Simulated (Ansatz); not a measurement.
Consider the formal exchange of groups at the Sn–C bond: `O[CH]([SiH3])[SnH3]` + `COC(=N)O` → `CO[C](=N)[SnH3]` + `OC(O)[SiH3]`.

Calculated with Ansatz (gas phase, PBE0-D4/def2-TZVP geometries, no zero-point term in ΔE). CBS: MP2 limit from def2 TZ/QZ plus the TZ coupled-cluster correction, frozen cores. DFT in def2-TZVPP. B3LYP here is the variant with VWN-RPA as its local correlation; programs differ in this. def2 core potentials past Kr. For Sn outer-core shells are correlated without core-valence functions, which leaves a few kJ/mol of doubt a bond. One conformer a species, not always the lowest.

```tsv
level	ΔE (eV)
B3LYP-D4	0.38
PBE0	0.46
```

Q: What does CCSD(T)/CBS give? (An estimate is asked.)

A: The calculation gave: +0.40 eV. The listed levels differ from it by -0.02, 0.06 eV.

Largest T1 diagnostic among the species: 0.014.

From PBE to PBE0 (25 % exact exchange), in def2-TZVPP and without D4, ΔE moves by +0.07 eV.
